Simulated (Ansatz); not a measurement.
A structure drawn as `Cl[Si](Cl)(Cl)[SnH3]`, with this starting geometry:

```xyz
8

Cl   -2.3498    1.1899    0.8960
Si   -1.1796   -0.2076   -0.1336
Cl   -1.5981   -2.0821    0.6191
Cl   -1.6727   -0.2177   -2.1782
Sn    1.2710    0.2659    0.1362
H     1.6925    0.2030    1.8604
H     2.1966   -0.9658   -0.7114
H     1.6400    1.8146   -0.4885
```

Total charge 0; spin multiplicity 1. Sn: def2 effective core potential.

Question: Relax it with Ansatz at PBE-D4/def2-SVP and then PBE0-D4/def2-TZVP. Is the drawn bonding still there?

Answer: Yes, every drawn bond is still there and no new one forms.

Question: Give the relaxed structure. (Estimate.)

Answer: Ansatz gave: 
Z-matrix (Å, degrees):
```
Si
Cl 1 2.046
Cl 1 2.046 2 107.8
Cl 1 2.046 2 107.8 3 116.2
Sn 1 2.561 2 111.0 3 -121.9
H 5 1.702 1 108.8 2 -179.9
H 5 1.702 1 108.7 2 -59.9
H 5 1.703 1 108.7 2 60.1
```
All modes are real.

Atoms count as bonded under 1.1 times the sum of their covalent radii (H–H under 0.85 Å, pairs among N, O and F under 1.55 Å), and a drawn bond as lost past 1.3 times.
